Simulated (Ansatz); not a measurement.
Reaction (redistribution): `B[SiH2]Cl` + `C=CN(C)[SiH2]Cl` → `BN(C)[SiH2]Cl` + `C=C[SiH2]Cl`

Computed with Ansatz on PBE0-D4/def2-TZVP structures; ΔE is electronic, products minus reactants. CCSD(T)/CBS is the MP2 limit (def2-TZVPP, def2-QZVPP) plus CCSD(T) − MP2 in def2-TZVPP, frozen cores. DFT in def2-TZVPP. Each species was taken in one conformer, which may not be the lowest.

CCSD(T)/CBS gives -46.4 kcal/mol.

Question: Another level gave -45.7 kcal/mol. Which?
A. r2SCAN/def2-TZVPP
B. LDA (SPW92)/def2-TZVPP
C. BHLYP/def2-TZVPP
D. SCS-MP2/def2-TZVPP

Answer: C. BHLYP -45.7, r2SCAN -44.1, LDA (SPW92) -42.3, SCS-MP2/def2-TZVPP -47.1 kcal/mol.

Question: What do rigid-rotor, harmonic-oscillator terms from PBE0-D4/def2-TZVP frequencies (298.15 K, 1 bar) make of the CCSD(T)/CBS value? (An estimate is asked.)

Answer: The calculation gave: ΔZPE = +1.2 kcal/mol, ΔH = -45.4 kcal/mol, ΔS = -4 J/(mol·K), ΔG = -45.2 kcal/mol. Modes under 50 cm⁻¹ make the entropy rough.

Largest T1 diagnostic among the species: 0.011.

Leaving LDA and LC-ωPBE aside and taking each functional with its dispersion term where it has one, the values, not all of them listed here, spread over 4.8 kcal/mol, from ωB97M-V to revPBE-D4. From BLYP to BHLYP (50 % exact exchange), in def2-TZVPP and without D4, ΔE moves by −1.2 kcal/mol.
